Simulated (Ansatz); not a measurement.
[ZnCl4]2- (ZnCl4²⁻), relaxed as a singlet with RKS r2SCAN-D4/def2-SVPD in Ansatz, starting from the GFN2-xTB (ALPB water) geometry. Force threshold 0.02 eV/Å.

A multiply charged anion in the gas phase is held together partly by the finite basis. The highest occupied level of the charge -2 singlet lies above zero (up to 1.03 eV). The electron is either unbound and held by the finite basis, or the level is raised by self-interaction error.

Start:

| atom | x (Å) | y (Å) | z (Å) |
| --- | --- | --- | --- |
| Zn1 | -0.001 | -0.002 | -0.001 |
| Cl2 | 1.616 | 1.635 | 0.104 |
| Cl3 | -2.087 | 0.978 | 0.061 |
| Cl4 | 0.236 | -1.423 | 1.798 |
| Cl5 | 0.236 | -1.189 | -1.962 |

Estimate the energy that the relaxation releases and the steps that it takes.

0.03 eV, in 3 steps; 11 s on 2 threads of Arm Neoverse V2 on a shared host. No frequencies were taken in this run, so the end may be a saddle point.

Does the start keep its bonding and symmetry?

By distances, no bond broke or formed. The bond that changes most is Zn1–Cl2, from 2.30 to 2.35 Å (atoms count from 1). Point group Td at the start, Td at the end, both within 0.05 Å.

Predict the relaxed structure.


```xyz
5

Zn    0.0002    0.0001    0.0000
Cl    1.6476    1.6680    0.1049
Cl   -2.1249    0.9944    0.0616
Cl    0.2379   -1.4510    1.8291
Cl    0.2392   -1.2115   -1.9957
```
Bond lengths: 4 × Cl–Zn 2.35 Å.
